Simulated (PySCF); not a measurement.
C2H8BNO.

```xyz
13

B     -0.1159    -0.0003     0.5710
C      0.1334    -0.8189    -0.7640
C      0.3497     0.0674    -1.9991
H     -0.7581    -1.4548    -0.9272
H      0.9792    -1.5194    -0.6443
H      1.2598     0.6824    -1.8973
H     -0.4948     0.7600    -2.1381
H      0.4559    -0.5250    -2.9230
O     -1.0493     1.0107     0.5145
H     -1.1758     1.4810     1.3465
N      0.5834    -0.3041     1.7627
H      0.4492     0.1686     2.6489
H      1.2765    -1.0398     1.8039
```

Coordinates come from a B3LYP-D3(BJ)/def2-SVP optimisation. Other conformers were not sampled.

These are B3LYP/pcSseg-1 in PySCF values and carry that method's errors. Non-relativistic, no solvent.

Computed absolute GIAO shielding of each atom: isotropic value and principal components (ppm):
```tsv
atom	σ(iso)	σ11	σ22	σ33	span
B1	65.6	40.3	60.3	96.3	56.0
C2	167.0	160.8	166.5	173.6	12.8
C3	167.1	158.9	163.4	179.2	20.3
H4	30.6	26.9	28.9	36.0	9.1
H5	31.1	26.8	30.7	35.9	9.0
H6	30.6	26.6	28.8	36.5	9.8
H7	30.0	25.5	29.3	35.3	9.8
H8	30.4	25.9	28.0	37.2	11.3
O9	227.6	144.3	250.2	288.2	143.9
H10	28.7	22.9	25.1	38.0	15.1
N11	189.7	138.9	181.9	248.2	109.3
H12	29.5	24.3	25.8	38.5	14.2
H13	29.0	23.1	27.3	36.7	13.5
```
